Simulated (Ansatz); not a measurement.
Relaxation of FH₂NSSi (6 atoms, charge 0, multiplicity 1), to a largest force component of 0.015 eV/Å in at most 40 steps.

Level of theory: RKS PBE-D4/STO-3G (Ansatz).

```xyz
6
Properties=species:S:1:pos:R:3
N 1.382 0.141 -0.806
Si 0.306 -0.402 0.257
F 0.725 -1.575 1.239
S -1.710 -0.009 0.829
H 1.191 0.881 -1.462
H -1.894 0.964 -0.058
```

Problem. Where does it end, and by what steps?

Solution. The forces met the threshold. Limits of this set-up: minimal basis. After 9 steps the energy has fallen by 0.409 eV; H5 moved furthest, 0.25 Å.

```
step  energy less start (eV)  largest force component (eV/Å)  accepted
   0                  0.0000                           2.349       yes
   1                 -0.2099                           1.775       yes
   2                 -0.3006                           1.144       yes
   3                 -0.3413                           1.134       yes
   4                 -0.3970                           0.208       yes
   5                 -0.4038                           0.193       yes
   6                 -0.4082                           0.091       yes
   7                 -0.4084                           0.028       yes
   8                 -0.4085                           0.018       yes
   9                 -0.4086                           0.003       yes
```

```xyz
6
Properties=species:S:1:pos:R:3
N 1.465 0.108 -0.813
Si 0.305 -0.418 0.274
F 0.807 -1.637 1.261
S -1.728 0.034 0.797
H 0.958 0.896 -1.364
H -1.807 1.016 -0.155
```

The run took 18 s on 1 thread of Arm Neoverse V1, on a shared host, peak memory 0.14 GiB.
